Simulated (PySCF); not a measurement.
## Continuum solvent and chemical shifts

Geometry:
```
atom   x (Å)   y (Å)   z (Å)
  C1   1.664   0.348  -0.680
  C2   0.632   0.679   0.099
  F3   0.678   1.811   0.817
  B4  -0.682  -0.171   0.262
  O5  -0.775  -1.315  -0.472
  O6  -1.628   0.289   1.120
  H7   1.617  -0.573  -1.261
  H8   2.553   0.980  -0.748
  H9  -1.589  -1.814  -0.362
 H10  -2.416  -0.256   1.201
```

GIAO PBE0/pcSseg-1 in PySCF on one PBE0-D3(BJ)/def2-SVP conformer, non-relativistic, equivalent nuclei averaged. Solvents enter as an IEF-PCM continuum (dichloromethane with ε = 8.9, acetone with ε = 20.5) around the gas-phase geometry. Shifts are referred to TMS, CFCl3, BF3·OEt2 computed in the same medium.

Gas phase, δ in ppm: C2 174.0, C1 115.8, F3 -105.1, B4 23.0, H7 5.64, H8 5.54, H9/H10 2.98. Dipole moment 3.74 D.

Question: How does each δ change in the continuum?

Answer: 
| atoms | environment | Δδ, dichloromethane | Δδ, acetone |
| --- | --- | --- | --- |
| C2 | fully substituted alkene carbon | +1.6 | +1.8 |
| C1 | terminal =CH2 carbon | +1.1 | +1.3 |
| F3 | vinylic fluorine | -6.9 | -7.6 |
| B4 | boron bonded to C, 2 O | +0.4 | +0.5 |
| H7 | hydrogen on a terminal =CH2 carbon | +0.15 | +0.17 |
| H8 | hydrogen on a terminal =CH2 carbon | +0.14 | +0.16 |
| H9/H10 | hydrogen on an oxygen bonded to B | +1.29 | +1.44 |

Changes are relative to the gas phase. The dipole moment becomes 4.36 D in dichloromethane, 4.43 D in acetone.

Question: Which nuclei move most (in ppm), and what does the model miss?

Answer: F3 (vinylic fluorine, -7.6 ppm) in acetone. A continuum only polarises the solute; specific hydrogen bonds, the anisotropy of aromatic solvents and changes of geometry or conformer are outside it.
